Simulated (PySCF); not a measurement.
# Peak assignment

Mapped SMILES: `[F:1][C:2]([F:3])([F:4])[SiH2:5][O:6][CH2:7][CH2:8][SiH3:9]`. Each H is labelled by its parent atom.

PySCF 2.14 calculation with PBE0/pcSseg-1 with gauge-including orbitals and geometry: GFN2-xTB; one computed conformer, no solvent model, one averaged value for each set of equivalent atoms, non-relativistic.

References, each an isolated molecule treated in the same way: 13C, 1H vs TMS.

Task: Assign these signals to the numbered atoms. 13C{1H} NMR (computed): δ 138.6 (C), 67.3 (CH2), 16.3 (CH2).

Result: 
138.6 → C2, CF3 carbon: 3 electronegative neighbours deshield it
67.3 → C7, sp3 CH2 bonded to O: pulled downfield by the heteroatom
16.3 → C8, sp3 CH2 bonded to Si

Task: Assign these signals to the numbered atoms. 1H NMR (600 MHz, computed): δ 4.89 (m, 2H), 4.11 (t, 2H), 3.79 (t, 3H), 1.39 (m, 2H).

Result: 
```tsv
δ (ppm)	atoms	environment	reason
4.89	H(Si5)	hydrogen on a silicon bonded to C, O	–
4.11	H(C7)	hydrogen on an sp3 CH2 bonded to O	its carbon carries O, which withdraws density
3.79	H(Si9)	hydrogen on a silicon bonded to C	–
1.39	H(C8)	hydrogen on an sp3 CH2 bonded to Si	–
```

Splittings by 19F in the carbon and heteronuclear signals aren't shown, as no couplings were computed. Shifts are as computed. Against solution values, carbons near 30 ppm lie about +3 ppm off and those near 130 ppm about +5 ppm. Of 1309 compounds with measured shifts, 239 miss one by over three times the rms of a fit or turn the order of signals round; such compounds aren't used in these exercises. Multiplicities follow the n + 1 count of equivalent neighbours, as no J values were calculated; m marks all less simple cases, F and P coupling included.
